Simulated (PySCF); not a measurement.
Gas-phase thermal properties of CaF

Computed with PySCF (xtb for GFN2) and rigid-rotor harmonic-oscillator thermochemistry at 1 bar. The comparison is the NASA 1993 polynomial table, which mixes measured and estimated data. 6-31G* has spherical d functions here. Open shells (unrestricted): CaF (multiplicity 2). GFN2 has no spin-polarisation term. B3LYP is the form with VWN-RPA correlation. The harmonic model lacks anharmonicity and excited electronic states, which grow with temperature; levels with a mode under 35 cm⁻¹ are left out. The table's entry may be an old estimate for CaF (not checked at source).

```csv
level,point group,σ,ZPE (kJ/mol),S°298 (J/mol/K),Cp298 (J/mol/K),S°1000 (J/mol/K),H1000 − H298 (kJ/mol)
table,-,-,-,229.7,33.7,273.1,25.5
B3LYP/6-31G*,C∞v,1,3.5,229.8,33.6,273.0,25.3
GFN2-xTB,C∞v,1,2.6,229.6,34.9,273.6,25.7
HF/6-31G*,C∞v,1,3.6,229.6,33.4,272.7,25.2
PBE/def2-SVP,C∞v,1,3.8,228.5,33.1,271.5,25.1
PBE0/def2-TZVP,C∞v,1,3.6,228.9,33.5,272.1,25.3
```
σ: rotational symmetry number. Electronic degeneracy used: 2. Frequencies are unscaled.
